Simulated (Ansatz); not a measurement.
C₂H₇BFNO, SMILES `CNBOCF`, relaxed with RKS PBE-D4/def2-SVP in the Gaussian-basis code of Ansatz from a rough embedded geometry. The force threshold is 0.03 eV/Å; the program also tests the step.

The species carries charge 0 and has multiplicity 1.

Start:

```xyz
13

C     1.551   -1.285   -0.251
N     0.862   -0.668    0.827
B    -0.607   -0.579    0.461
O    -1.095    0.208   -0.597
C    -1.383    1.499   -0.241
F    -1.825    2.255   -1.326
H     1.506   -0.624   -1.175
H     1.241   -2.279   -0.455
H     2.652   -1.285   -0.013
H     1.195    0.326    0.971
H    -1.427   -1.143    1.139
H    -0.503    2.047    0.181
H    -2.166    1.529    0.479
```

By how much does the energy fall, and how many steps does the optimiser take? (Best estimate.)

Ansatz gave: 50.31 kcal/mol, in 23 steps.

Which bonds change most? (An estimate is asked.)

Ansatz gave: N2–B3 from 1.517 to 1.406 Å; C5–H13 from 1.064 to 1.111 Å; C1–H8 from 1.061 to 1.107 Å; N2–H10 from 1.058 to 1.024 Å.

Give the relaxed structure. (Best estimate.)

The calculation gave: 
```xyz
13

C     1.691   -1.291   -0.167
N     0.591   -0.349   -0.137
B    -0.758   -0.660    0.109
O    -1.760    0.312    0.151
C    -1.465    1.656    0.215
F    -0.719    2.080   -0.889
H     2.168   -1.349   -1.170
H     1.321   -2.302    0.090
H     2.487   -1.029    0.565
H     0.831    0.608   -0.409
H    -1.111   -1.807    0.310
H    -0.857    1.901    1.120
H    -2.418    2.229    0.212
```
